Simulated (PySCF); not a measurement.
## First-order multiplets

Geometry:
| atom | x (Å) | y (Å) | z (Å) |
| --- | --- | --- | --- |
| C1 | 2.627 | -0.884 | -0.033 |
| C2 | 1.651 | -0.023 | -0.153 |
| C3 | 0.671 | 0.843 | -0.253 |
| C4 | -0.476 | 0.929 | 0.714 |
| O5 | -1.732 | 0.817 | 0.067 |
| C6 | -2.025 | -0.410 | -0.422 |
| F7 | -2.249 | -1.285 | 0.586 |
| F8 | -3.150 | -0.298 | -1.126 |
| H9 | 2.579 | -1.866 | -0.515 |
| H10 | 3.523 | -0.647 | 0.550 |
| H11 | 0.672 | 1.563 | -1.082 |
| H12 | -0.378 | 0.170 | 1.507 |
| H13 | -0.495 | 1.919 | 1.192 |
| H14 | -1.225 | -0.834 | -1.058 |

How the numbers were obtained: J couplings at B3LYP/pcJ-1 (spin–dipole term only in couplings to heteroatoms), σ from GIAO-PBE0/pcSseg-1, PBE0-D3(BJ)/def2-SVP geometry, in PySCF (no relativistic terms, in vacuum, one computed conformer, one averaged value for each set of equivalent atoms).

Referencing at the same level of theory: TMS for ¹H (σref 31.27); ¹⁹F (σref 177.25) against CFCl3.

Spectrometer: 600 MHz for ¹H. First-order analysis; couplings under 1 Hz (under 4 Hz in carbon signals) are ignored, and nearly equal couplings are merged; the smaller ones broaden or split the lines further.

Task: What pattern does H11 show (¹H)?

Result: A quintet at δ 5.37: 8.7 Hz to H12/H13 and H9/H10 (4 × ¹H, 3 or 4 bonds away). Lines in Hz from the centre (relative intensity): +17.4 (1), +8.7 (4), +0.0 (6), -8.7 (4), -17.4 (1). The outer lines are 34.8 Hz apart, the sum of the couplings kept, or 0.058 ppm at this field.

Task: What pattern does H9/H10 show (¹H)?

Result: A doublet of triplets at δ 5.10: 8.6 Hz to H11 (1 × ¹H, 4 bonds away), 2.8 Hz to H12/H13 (2 × ¹H, 5 bonds away). Lines in Hz from the centre (relative intensity): +7.1 (1), +4.3 (2), +1.5 (1), -1.5 (1), -4.3 (2), -7.1 (1). The outer lines are 14.2 Hz apart, the sum of the couplings kept, or 0.024 ppm at this field.

Task: What pattern does F7/F8 show (¹⁹F)?

Result: A doublet at δ -105.3: 87.3 Hz to H14 (1 × ¹H, 2 bonds away). Lines in Hz from the centre (relative intensity): +43.6 (1), -43.6 (1). The outer lines are 87.3 Hz apart, the sum of the couplings kept, or 0.155 ppm at this field.

Task: What pattern does H14 show (¹H)?

Result: A triplet at δ 6.02: 87.3 Hz to F7/F8 (2 × ¹⁹F, 2 bonds away). Lines in Hz from the centre (relative intensity): +87.3 (1), +0.0 (2), -87.3 (1). The outer lines are 174.6 Hz apart, the sum of the couplings kept, or 0.291 ppm at this field.

Unscaled 3J(H,H) at this level run about 10 % above measured values. Couplings across =CH–CH2 type bonds come from one rotamer and its mirror image, and can be 1–2 Hz further off.
